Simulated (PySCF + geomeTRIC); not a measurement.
Species: H2B, SMILES `[BH2]` (charge 0, multiplicity 2).

Task: Give a relaxed geometry from M06-2X/def2-TZVP (PySCF + geomeTRIC).

Result: the end point of this relaxation (outside a Z-matrix the atoms follow the SMILES, hydrogens last).
Z-matrix (Å, degrees):
```
B
H 1 1.1852
H 1 1.1853 2 128.02
```
